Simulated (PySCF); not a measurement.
Job for PySCF: R-B3LYP/LANL2DZ on AsS+, 2S+1 = 1, a spin state set in the input, which need not be the lowest, a point of a bond scan (R = 2.119 Å). Charge +1.

```python
from pyscf import gto, scf, dft, mp
from pyscf.data.elements import chemcore

mol = gto.M(
    atom='''
    S     0.00000000    0.00000000    0.00000000
    As    0.00000000    0.00000000    2.11941800
    ''',
    basis='lanl2dz',
    ecp={'As': 'lanl2dz', 'S': 'lanl2dz'},
    charge=1, spin=0, verbose=3, max_memory=1800)
mf = dft.RKS(mol, xc='b3lyp')
mf.conv_tol = 1e-8
mf.max_cycle = 100
mf.kernel()
if not mf.converged:
    mf = mf.newton().run(mf.mo_coeff, mf.mo_occ)
```

Task: Give the final energy of this run.

Result: -15.8874 hartree.
